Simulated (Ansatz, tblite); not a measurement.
Cost and result up the ladder for the cluster ZrO2 (the lowest singlet isomer of a short search) (3 atoms). Total charge 0; singlet. Geometry: PBE0-D4/def2-TZVP.

```tsv
atom	x (Å)	y (Å)	z (Å)
Zr1	0.523	0.079	-0.444
O2	0.446	-1.093	0.869
O3	-0.969	1.014	-0.425
```

Ansatz on 4 threads of INTEL XEON PLATINUM 8581C on a shared host; xTB runs through tblite on one thread. Times are rough, summed over both states, and most runs start from the orbitals of an earlier one. PBE0-D4/def2-TZVP serves as the yardstick here, not as an exact answer. The other state is a doublet.

In the def2 sets Zr takes a core potential; there is no spin–orbit coupling. The xTB rows come from tblite. Correlated methods freeze 2 core orbitals; core or outer-core shells of Zr are correlated, in sets that lack core-valence functions. The structure comes from a short search, and lower isomers may exist.

Run but left out: HF/def2-TZVPP, MP2/def2-TZVPP (charge +1 doublet: ⟨S²⟩ 1.08, where a pure state has 0.75).

Correlated methods converge slowly with the basis.

Raw xTB energies of ions are shifted by several eV.

| level | functions | wall time | vertical IE (eV) | difference from PBE0-D4/def2-TZVP (eV) | remarks |
| --- | --- | --- | --- | --- | --- |
| GFN2-xTB | 17 | 0.004 s | 15.19 | 6.18 | – |
| GFN1-xTB | 17 | 0.005 s | 15.78 | 6.77 | – |
| PBE-D4/def2-TZVP | 102 | 1.1 s | 8.97 | -0.04 | – |
| r2SCAN-D4/def2-TZVP | 102 | 1.9 s | 8.90 | -0.11 | – |
| PBE0-D4/def2-TZVP (with forces) | 102 | 1.9 s | 9.01 | 0.00 | – |
| CCSD(T)/def2-TZVPP | 118 | 7.9 s | 9.04 | 0.03 | large T1 (0.054) (+1 doublet), spin-contaminated (⟨S²⟩ 1.08) (+1 doublet) |
